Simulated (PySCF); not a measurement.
Compound: C3H10SSi.
Numbering: `[CH3:1][CH2:2][CH2:3][S:4][SiH3:5]` (hydrogens: H6, H7, H8 on C1; H9, H10 on C2; H11, H12 on C3; H13, H14, H15 on Si5)

Level of theory: PySCF 2.14.0, PBE0-D3(BJ)/def2-SVP geometry optimisation, gas phase.

Question: Give the optimised bond lengths and angles.

Answer: 
```csv
bond,length (Å),order
C1–C2,1.519,single
C2–C3,1.521,single
C3–S4,1.836,single
S4–Si5,2.140,single
"C1–H6, C1–H7, C1–H8",1.101,single
"C2–H9, C2–H10",1.104,single
"C3–H11, C3–H12",1.101,single
"Si5–H13, Si5–H14, Si5–H15",1.494,single
```

Bonds in one row agree within 0.01 Å and their mean is given. Orders are formal, as drawn. A selection of angles:
```csv
angle,degrees
C2–C1–H6,110.8
H6–C1–H7,108.2
C1–C2–C3,114.2
C1–C2–H9,109.9
C3–C2–H9,109.4
C3–C2–H10,107.3
H9–C2–H10,105.5
C2–C3–S4,115.4
C2–C3–H11,111.2
S4–C3–H11,108.4
S4–C3–H12,103.8
H11–C3–H12,107.0
C3–S4–Si5,100.7
S4–Si5–H13,113.7
S4–Si5–H14,105.9
S4–Si5–H15,109.9
H13–Si5–H14,108.8
H13–Si5–H15,108.1
H14–Si5–H15,110.5
```

Torsions: C1–C2–C3–S4 60° (synclinal); C2–C3–S4–Si5 68° (synclinal). The mirror-image conformer, all signs reversed, is as good.

Si5 (SiH3 silicon) is distorted tetrahedral (angles from 105.9° to 113.7°). S4 (sulfur bonded to C and Si) is bent (angle 100.7°). Of the pairs four or more bonds apart, Si5···H9 is among the closest relative to their van der Waals radii: 3.03 Å, 92 % of the sum of Bondi's values.

Point group: C1 (no symmetry element, even within 0.4 Å). Not checked by PBE0-D3(BJ)/def2-SVP frequencies. One conformer, not necessarily the lowest.
